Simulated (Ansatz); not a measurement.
A nudged elastic band was laid between two geometries of C$_{2}$H$_{8}$AlNOSi (14 atoms, charge 0, multiplicity 1).

These are results of RKS PBE-D4/STO-3G (Ansatz 0.2.0), not measurements.

| Property | Result |
| --- | --- |
| movable images | 7 |
| climbing image | yes |
| spring | 5.0 eV/Å² |
| optimiser | quadratic models (default) |
| start path | straight line |
| force threshold | 0.05 eV/Å |
| iteration limit | 60 |
| end points | relaxed |

Initial state:

```xyz
14
Properties=species:S:1:pos:R:3
C -1.721 0.533 -1.428
N -0.718 0.141 -0.376
C -1.364 -0.328 0.832
O -2.615 -0.398 1.001
Al 1.056 0.242 -0.594
Si 2.362 -0.435 1.166
H -1.621 -0.087 -2.345
H -2.722 0.359 -0.970
H -1.623 1.602 -1.713
H -0.584 -0.619 1.601
H 1.490 0.769 -1.940
H 3.785 -0.252 0.915
H 2.187 -1.847 1.483
H 2.073 0.291 2.397
```

Final state:

```xyz
14
Properties=species:S:1:pos:R:3
C -1.458 1.502 -0.993
N -0.659 0.674 -0.040
C -1.172 -1.267 0.040
O -2.333 -1.467 0.371
Al 0.614 -0.620 -0.466
Si 2.182 -1.007 1.170
H -1.404 1.045 -2.003
H -2.531 1.562 -0.697
H -1.069 2.545 -1.069
H -0.738 1.092 0.928
H 0.829 -0.776 -1.953
H 3.463 -0.364 0.901
H 2.489 -2.421 1.353
H 1.775 -0.526 2.486
```

Task: What changes between the two ends?

Result: Bonds broken: N2–C3, C3–H10. Bonds formed: N2–H10, C3–Al5.

Task: Give the energies along the band, and the barrier.

Result: The run converged. The highest image is number 4 of 0 to 8, 3.48 eV above the first end and 3.11 eV above the last; the last end lies 0.37 eV above the first. Neighbouring images differ by up to 2.6 eV, so the band resolves the path poorly. Another band between the same ends (7 images) ends at a top of the same energy, where a vibrational analysis finds 1 clearly imaginary mode. The orbitals stay closed-shell, which can raise the energy where a bond breaks towards radicals; this wasn't checked here. Limits of this set-up: minimal basis.

```csv
image,path coordinate (Å),energy (eV),N2–C3 (Å),C3–H10 (Å),N2–H10 (Å)
0,0.00,0.00,1.45,1.13,2.12
1,0.68,0.02,1.45,1.13,2.12
2,1.35,0.19,1.45,1.13,2.11
3,2.03,0.88,1.48,1.11,1.95
4,2.70,3.48,1.82,1.21,1.42
5,3.59,1.39,2.36,2.20,1.05
6,4.48,0.87,2.30,2.46,1.05
7,5.37,0.38,2.25,2.67,1.05
8,6.26,0.37,2.01,2.56,1.06
```

Task: What is the geometry of the highest image?

Result: 
```xyz
14
Properties=species:S:1:pos:R:3:forces:R:3
C -1.613 1.043 -1.239 0.01 0.00 -0.01
N -0.646 0.511 -0.218 -0.01 -0.01 0.01
C -1.381 -0.623 0.994 -0.02 0.00 -0.02
O -2.474 -1.099 0.638 0.02 0.00 0.01
Al 1.003 -0.086 -0.611 0.00 -0.01 0.00
Si 2.307 -0.778 1.145 0.01 0.00 0.00
H -1.359 0.714 -2.272 0.00 0.00 0.00
H -2.634 0.659 -1.003 0.00 0.00 0.00
H -1.644 2.156 -1.233 0.00 0.00 0.00
H -0.834 0.444 1.187 0.01 0.01 0.00
H 1.367 -0.107 -2.080 0.00 0.00 0.00
H 3.731 -0.609 0.885 0.00 0.00 0.00
H 2.126 -2.193 1.451 0.00 0.00 0.00
H 2.038 -0.061 2.385 0.00 0.00 0.00
```

The band took 22 iterations and roughly 9 core-minutes.

Run time: 8.9 min on 1 thread of Arm Neoverse V1, with other jobs on the host, peak memory 0.11 GiB.
